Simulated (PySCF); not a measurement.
**Dipole moment and polarisability of `CCCCP=C=O`**

Species: C5H9OP.
Structure used (GFN2-xTB), in Å, numbered top down from 1:
```
atom  x, y, z in Å
C1    -1.7643    0.9328    0.6811
C2    -1.3776   -0.1814   -0.2848
C3     0.1359   -0.3417   -0.4427
C4     0.7966   -0.8577    0.8301
P5     2.6194   -1.2878    0.5778
C6     3.1652    0.2531    0.4472
O7     3.6720    1.2949    0.3449
H8    -1.4364    0.7097    1.6931
H9    -1.3170    1.8757    0.3737
H10   -2.8447    1.0563    0.6969
H11   -1.8074   -1.1259    0.0563
H12   -1.8026    0.0386   -1.2665
H13    0.5762    0.6186   -0.7216
H14    0.3345   -1.0446   -1.2559
H15    0.7177   -0.1405    1.6467
H16    0.3249   -1.7911    1.1473
```

Level: B3LYP/def2-SVPD (PySCF), static field, nuclei fixed, core orbitals frozen in the response. The polarisability tensor in these axes (au):

```
x   105.22   5.57   0.88
y     5.57  92.30  -1.38
z     0.88  -1.38  72.29
```

Problem. Diagonalise the tensor; give its mean and Δα, where Δα² is half the sum of the squared differences of the eigenvalues.

Solution. Principal values 72.15, 90.36 and 107.30 au; mean 89.94 au = 13.33 Å³ = 14.83 × 10⁻⁴⁰ C²·m²/J; Δα = 30.45 au (34 % of the mean).

Problem. What is the dipole moment, and where does it point?

Solution. (-2.28, -0.57, 0.09) D, 2.35 D in size, pointing from the negative to the positive side. Measured along this direction, the outermost atoms are O7 at the negative end and H10 at the positive end.

Problem. In a dilute gas of rigid molecules at 273 K, how does the orientational term μ²/3kT compare with the electronic polarisability?

Solution. In Gaussian units μ²/3kT = 48.94 Å³ against 13.33 Å³, a ratio of 3.67; the Debye molar polarisation (4π/3)N_A(α + μ²/3kT) is 157.1 cm³/mol, leaving out the vibrational part.

Problem. Refractivity n − 1 of an ideal gas of it at 298.15 K and 1 atm, from the electronic α?

Solution. N = p/kT = 2.4615 × 10¹⁹ cm⁻³, so n − 1 = 2π × N × 13.33 × 10⁻²⁴ cm³ = 2061 × 10⁻⁶ at long wavelengths, for an ideal gas.

Problem. Estimate the molar refractivity from the static electronic polarisability.

Solution. Lorentz–Lorenz: R = (4π/3)N_A α = 2.5225 cm³/(mol·Å³) × 13.33 Å³ = 33.6 cm³/mol, in the limit of long wavelengths.

Isolated species at its GFN2-xTB geometry (one conformer only).
